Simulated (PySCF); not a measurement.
AlHBr2, SMILES [Br][AlH][Br]. Geometry: B3LYP-D3(BJ)/def2-SVP.

Level of theory: B3LYP-D3(BJ)/def2-SVP (PySCF).

Harmonic wavenumbers (cm⁻¹): 109, 361, 438, 482, 655, 2007. Rotational constants (GHz): 13.70, 0.8408, 0.7921; symmetry number 2.

Question: Work out the zero-point energy and the ideal-gas rigid-rotor harmonic-oscillator thermochemistry at 298.15 K and 1 atm.

Answer: ZPE = ½ Σ hcν = ½ × 4052 cm⁻¹ = 24.24 kJ/mol. H − E(el) = 38.65 kJ/mol. Entropy in J/(mol K): translation 174.04, rotation 111.21, vibration 26.38, total 311.63. G − E(el) = -54.27 kJ/mol. Cp = 62.97 J/(mol K). Modes under 150 cm⁻¹ make the vibrational entropy uncertain.
